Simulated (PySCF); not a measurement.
Si(H)2(SeH)2 (H4Se2Si), SMILES [SeH][SiH2][SeH].

Geometry: PBE0-D3(BJ)/def2-SVP. This is a generated structure with no PubChem entry under its InChIKey; it may be hypothetical. The values are those of a single conformer.

Calculation: M06-2X/def2-TZVPD run with PySCF.

Symmetry labels are those of the subgroup C2 that the program uses (full group C2).

Computed valence orbital energies around the gap with their symmetry:
| orbital | symmetry | energy (eV) |
|---|---|---|
| HOMO−7 | A | -16.22 |
| HOMO−6 | B | -12.96 |
| HOMO−5 | A | -11.96 |
| HOMO−4 | B | -11.32 |
| HOMO−3 | A | -10.88 |
| HOMO−2 | B | -10.05 |
| HOMO−1 | A | -8.54 |
| HOMO | B | -8.12 |
| LUMO | A | -0.19 |
| LUMO+1 | A | 0.00 |
| LUMO+2 | B | 0.17 |
| LUMO+3 | B | 0.53 |
